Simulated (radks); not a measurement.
Q: The silver ion Ag41+, configuration [He] 2s2 2p2. Method: scalar-relativistic Kohn-Sham, SCAN, spin-polarised, spherical densities, finite nucleus; open shells are filled with parallel spins first (spin-orbit coupling, left out, can overturn this in heavy ions); meta-GGA in the generalised Kohn-Sham scheme; Fermi nuclear charge, rms radius 4.5454 fm; computed with a radial shooting solver on a logarithmic mesh with Libxc functionals. Some entries of the table are withheld. Estimate them.

orbital,occ.,eigenvalue (hartree),<r> (bohr),<1/r> (bohr^-1)
1s up,1,-1058.256,0.03102,49.53
1s down,1,-1057.027,0.03097,49.59
2s up,1,-244.9556,0.1282,(1)
2s down,1,-243.0090,0.1287,(2)
2p up,2,-234.0330,0.1105,11.42

A: 
(1) 2s up <1/r> (bohr^-1): 11.88
(2) 2s down <1/r> (bohr^-1): 11.81
